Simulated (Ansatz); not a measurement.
Total energies of Si₂₇H₃₄, a nanocrystal cut from hexagonal silicon from Ansatz at PBE0-D4/def2-SVP, gas phase (1 Eh = 27.2114 eV = 2625.5 kJ/mol). The reference geometry is relaxed at PBE-D4/def2-SVP.

Cartesian coordinates in Å:
```
Si -1.291 -1.331 4.141
Si -0.283 0.757 3.761
Si 2.080 0.667 3.868
Si -3.304 1.808 1.605
Si -0.956 1.550 1.653
Si 0.082 3.626 1.279
Si 2.988 1.124 1.740
Si 2.429 3.402 1.497
Si -0.561 4.425 -0.835
Si -0.651 -2.866 2.481
Si 1.678 -3.288 2.470
Si -3.670 -1.782 0.339
Si -4.236 0.462 -0.085
Si -1.322 -2.038 0.386
Si -0.273 0.030 -0.005
Si 2.621 -2.476 0.467
Si 2.074 -0.226 0.043
Si -3.307 1.095 -2.151
Si -0.958 0.840 -2.103
Si 0.078 2.910 -2.513
Si 2.987 0.414 -2.030
Si 2.424 2.622 -2.639
Si -0.653 -3.574 -1.264
Si 1.677 -3.961 -1.103
Si -1.292 -2.751 -3.370
Si -0.284 -0.667 -3.777
Si 2.078 -0.791 -3.843
H -0.930 -1.852 5.511
H -2.790 -1.157 4.080
H -0.772 1.735 4.805
H 2.542 1.772 4.788
H 2.556 -0.638 4.446
H -3.878 1.421 2.945
H -3.644 3.257 1.352
H -0.407 4.589 2.337
H 4.489 0.951 1.760
H 2.841 4.094 2.775
H 3.154 4.071 0.360
H -2.065 4.561 -0.859
H 0.042 5.785 -1.092
H -1.373 -4.174 2.718
H 2.344 -2.738 3.703
H 1.875 -4.785 2.472
H -4.248 -2.217 1.663
H -4.249 -2.669 -0.737
H -5.738 0.626 -0.115
H 4.125 -2.627 0.495
H -3.649 2.534 -2.450
H -3.881 0.240 -3.255
H -0.413 3.422 -3.848
H 4.488 0.247 -1.988
H 3.151 3.662 -1.829
H 2.833 2.796 -4.082
H -1.374 -4.877 -1.007
H 1.876 -5.357 -0.561
H 2.340 -3.895 -2.452
H -2.791 -2.568 -3.379
H -0.927 -3.735 -4.455
H -0.773 -0.138 -5.106
H 2.554 -2.217 -3.902
H 2.540 -0.100 -5.104
```

```json
{"state": "charge 0 singlet", "geometry": "reference", "energy (Eh)": "-7831.59040"}
{"state": "charge 1 doublet", "geometry": "reference", "energy (Eh)": "-7831.29821"}
{"state": "charge -1 doublet", "geometry": "reference", "energy (Eh)": "-7831.62604"}
{"state": "free Si atom (triplet)", "geometry": "–", "energy (Eh)": "-289.15194"}
{"state": "free H atom (doublet)", "geometry": "–", "energy (Eh)": "-0.50029"}
```

Single mean-field runs in def2-SVP are fitted with def2-universal-jkfit.

Work out the vertical ionisation energy to the doublet.

E(charge 1 doublet) − E(charge 0 singlet) = -7831.29821 − (-7831.59040) = 0.29219 Eh = 7.95 eV. For comparison, −ε of the highest occupied level is 6.95 eV at this level, 1.00 eV less.

Work out the vertical electron affinity, to the doublet.

E(charge 0 singlet) − E(charge -1 doublet) = -7831.59040 − (-7831.62604) = 0.03564 Eh = 0.97 eV. The basis lacks diffuse functions, which makes affinities too small.

Give the fundamental gap IE − EA, the Mulliken electronegativity (IE + EA)/2 and the hardness (IE − EA)/2.

From the values in Eh: IE − EA = 0.29219 − 0.03564 = 0.25655 Eh = 6.98 eV; (IE + EA)/2 = 4.46 eV; (IE − EA)/2 = 3.49 eV. The HOMO–LUMO gap of the same run is 5.17 eV, 1.81 eV smaller than the fundamental gap.

What is the binding energy per atom against free atoms?

Atoms: 27 × (-289.15194) + 34 × (-0.50029) = -7824.11224 Eh. Binding: -7824.11224 − (-7831.59040) = 7.47816 Eh = 203.49 eV, or 3.34 eV for each of 61 atoms (no zero-point energy, no counterpoise term).

At PBE0-D4/def2-SVP the highest occupied level of the charge -1 doublet lies above zero (up to 0.00 eV). By energy differences its removal costs 0.97 eV (vertical, to the charge 0 singlet, at PBE0-D4/def2-SVP); self-interaction error and the lack of diffuse functions both raise the level.
